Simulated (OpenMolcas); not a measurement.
**Au3+: moving the ligands**

Au3+ with its 6 nearest fluoride ions at 2.082 Å, on the Ga site of K2NaGaF6 (a = 8.246 Å, distance in the model lattice 1.938 Å). The rest of the host is ab initio model potentials to 7.6 Å, with orthogonalisation functions on the cations behind the ligands, and point charges beyond; the distance is set by hand and nothing relaxes. Ligand basis ANO-RCC-VDZP.

| Item | Value |
| --- | --- |
| Program | OpenMolcas 26.06 |
| Method | SS-CASPT2, IPEA 0.25 Eh, imaginary shift 0.1 Eh (closed shells correlated: 5s 5p and the ligand valence shells) |
| Basis | ANO-RCC-VTZP [8s7p5d3f1g] |
| Scalar Hamiltonian | DKH2, point nucleus |
| Active space | 8 electrons in 5 orbitals (5d) |
| State averaging | 2S+1 = 3 even, 10 roots; 2S+1 = 1 even, 15 roots |
| Spin-orbit coupling | state interaction with AMFI integrals over the reference wave functions |

Runs around this geometry, states (labels of O, the rotations of Oh). Energies in cm-1 above the lowest state or level, χT in cm3 K/mol.

| R (Å) | Ground state | First state of that spin | First gap with spin-orbit (degeneracies) | χT at 300 K | First state of another spin |
| --- | --- | --- | --- | --- | --- |
| 1.938 | 3A2 | 3T2 32100 | 6000 (3, 2) | 1.361 | 1E 6310 |
| 2.082 | 3A2 | 3T2 25200 | 5230 (3, 2) | 1.458 | 1E 5570 |
| 2.16 | 3A2 | 3T2 22800 | 4660 (3, 2) | 1.503 | 1E 4990 |

Taking the first state of the same spin as R^-n, n = -ln(22800 / 32100) / ln(2.16 / 1.938) = 3.2 between the shortest and longest distance.

Roots that are degenerate in the reference are averaged as groups; the widest CASPT2 spread within a group is 470 cm-1 (the 3-fold group of multiplicity 1 near 29900 cm-1 above the lowest state of its run, R = 2.16). Shifts and gaps below about the spread of the groups concerned are not significant. Over all roots computed the reference weight is 0.70 to 0.72 in R = 1.938, 0.69 to 0.71 in R = 2.082, 0.67 to 0.71 in R = 2.16; a low but even weight reflects the number of correlated electrons. Real 4d8 and 5d8 ions are as a rule square planar and diamagnetic. Ligand-to-metal charge-transfer states are missing. With no ligand orbital active B as a rule stays too high, so bands that hang on it stand too high and its fall with covalency is understated. With one d shell and no ligand orbital active, 10Dq can be off by a tenth or more. The least metal-like active orbital is 75 % on the metal (Löwdin) and no ligand orbital is active, so the numbers are rough (holds for R = 1.938). The least metal-like active orbital is 76 % on the metal (Löwdin) and no ligand orbital is active, so the numbers are rough (holds for R = 2.082; R = 2.16). No measured value stands beside these numbers; the geometry was set by hand and not optimised.
